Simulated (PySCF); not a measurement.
C4H5ClSi, SMILES ClC1=C[SiH2]C=C1. Heavy atoms are numbered as in [Cl:1][C:2]1=[CH:3][SiH2:4][CH:5]=[CH:6]1. Hydrogens are named by the atom that carries them.

The structure is a stationary point at r2SCAN-D4/def2-SVP.

The numbers are results of PySCF with PBE/pcSseg-1, not measurements.

GIAO shieldings, no solvent; atoms alike by connectivity are averaged. δ = σ(ref) − σ: ³⁵Cl against HCl (σ = 936.5 ppm); ¹³C against TMS (σ = 182.0 ppm); ²⁹Si against TMS (σ = 335.4 ppm); ¹H against TMS (σ = 31.49 ppm), references at their B3LYP-D3(BJ)/def2-TZVP geometries, non-relativistic (without spin–orbit terms, shifts of atoms bonded to Cl or Br come out too high).

| nucleus | atoms | count | δ (ppm) |
|---|---|---|---|
| ³⁵Cl | Cl1 | 1 | 326.8 |
| ¹³C | C2 | 1 | 162.0 |
| ¹³C | C6 (CH) | 1 | 162.0 |
| ¹³C | C5 (CH) | 1 | 136.6 |
| ¹³C | C3 (CH) | 1 | 123.2 |
| ²⁹Si | Si4 (SiH2) | 1 | -42.4 |
| ¹H | H on C6 | 1 | 7.24 |
| ¹H | H on C5 | 1 | 6.73 |
| ¹H | H on C3 | 1 | 6.24 |
| ¹H | H on Si4 | 2 | 5.14 |
